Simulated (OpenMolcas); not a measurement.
**Mn2+: effect of the metal basis**

Mn2+ with its 6 nearest fluoride ions at 2.096 Å, on the Li site of LiF (a = 4.028 Å, distance in the model lattice 2.014 Å). The rest of the host is ab initio model potentials to 7.6 Å and point charges beyond; the distance is set by hand and nothing relaxes, and no local charge compensation is placed.

* Program: OpenMolcas
* Method: SS-CASPT2, IPEA 0.25 Eh, imaginary shift 0.1 Eh (closed shells correlated: 3s 3p and the ligand valence shells)
* Spin-orbit coupling: state interaction with AMFI integrals over the reference wave functions

Fixed: ligand basis ANO-RCC-VDZP, active space 5 electrons in 5 orbitals (3d), DKH2 Hamiltonian.

States (labels of O, the rotations of Oh). Energies in cm-1 above the lowest state or level, χT in cm3 K/mol.

```tsv
Run	Metal basis	Ground state	First gap with spin-orbit (degeneracies)	χT at 300 K	First state of another spin	Cost
A	ANO-RCC-VDZP	6A1	19710 (6, 2)	4.386	4T1 19770	roughly 3 core-minutes
B	ANO-RCC-VTZP	6A1	19000 (6, 2)	4.386	4T1 19070	roughly 6 core-minutes
```

Costs are those of the CASPT2 steps.

Roots that are degenerate in the reference are averaged as groups; the widest CASPT2 spread within a group is 270 cm-1 (the 3-fold group of multiplicity 2 near 41300 cm-1 above the lowest state of its run, B). Shifts and gaps below about the spread of the groups concerned are not significant. Over all roots computed the reference weight is 0.74 to 0.76 in A, 0.74 to 0.75 in B; a low but even weight reflects the number of correlated electrons. Ligand-to-metal charge-transfer states are missing. These CASPT2 states fit no ligand-field parameters well, so their order and spin gaps are uncertain. With no ligand orbital active B as a rule stays too high, so bands that hang on it stand too high and its fall with covalency is understated. With one d shell and no ligand orbital active, 10Dq can be off by tens of per cent for divalent 3d ions, low with halides held by bare charges and at times high in hosts. Free-ion shares, where given, are those of the reference states; single-state CASPT2 does not remix them. No measured value stands beside these numbers; the geometry was set by hand and not optimised.
